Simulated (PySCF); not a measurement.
## 2 GeH₂ → GeH + GeH₃

Level: PBE0 in the def2-TZVP basis family, all electrons, no relativity, computed in PySCF with density fitting; open shells unrestricted.

```tsv
species	state and structure	ZPE (kJ/mol)	H(298 K) − H(0) (kJ/mol)	S° (J/(mol K))
GeH₂	singlet, C2v, Ge–H 1.594 Å (×2); H–Ge–H 90.6°	28.7	10.0	220.6
GeH	doublet, C∞v, Ge–H 1.601 Å	11.4	8.7	205.4
GeH₃	doublet, C3v, Ge–H 1.539 Å (×3); H–Ge–H 111.2° (×3)	52.7	10.6	230.0
```

(1) Is the gas-phase reaction uphill or downhill in electronic energy at this level, and by how much?

(2) Add zero-point, thermal and entropy terms for 298.15 K and 1 bar.

## Answers

(1) At PBE0/def2-TZVP, ΔE = 25.5 kJ/mol, uphill. The bond broken in GeH₂ is stronger than the one that a second molecule gains.

(2) ΔZPE = 6.7 and Δ[H(298) − H(0)] = -0.7 kJ/mol give ΔH° = 31.5 kJ/mol. ΔS° = -5.8 J/(mol K), so ΔG° = 31.5 − 298.15 × (-0.0058) = 33 kJ/mol and log₁₀K = -5.8.

The entropy of GeH lacks the orbital degeneracy of a ²Π state, up to R ln 2. Each species is the lowest minimum found with this bonding; other isomers or fragments can lie lower.
